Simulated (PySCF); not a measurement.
## Potential energy of BrF along the bond

Set-up: Br cc-pVTZ-PP with ECP10, F cc-pVTZ; scalar-relativistic core potentials (PySCF 2.14). Energies in eV from Br + F in their ground configurations at the same level. State: ¹Σ⁺ (singlet), closed shell.

```tsv
R (Å)	PBE0
1.514	-1.341
1.584	-2.059
1.654	-2.447
1.707	-2.581
1.760	-2.615
1.813	-2.574
1.883	-2.431
1.971	-2.161
2.077	-1.761
2.218	-1.180
```

Question: Put a parabola through the three lowest points of the PBE0 curve and estimate Re, k and ωe (reduced mass 15.31 u; 1 eV/Å² = 0.16022 mdyn/Å; ωe = 1302.8·√(k/μ) cm⁻¹).

Answer: Through R = 1.707, 1.76, 1.813 Å the second-order coefficient is 13.3 eV/Å², so Re ≈ 1.758 Å, k ≈ 4.28 mdyn/Å and ωe ≈ 689 cm⁻¹. A polynomial fit of higher order to the unrounded PBE0 energies gives Re = 1.755 Å, k = 4.46 mdyn/Å, ωe = 703 cm⁻¹; anharmonicity and rounding make the difference.

The higher-order fit for each curve: PBE0: Re = 1.755 Å, ωe = 703 cm⁻¹, De = 2.62 eV.
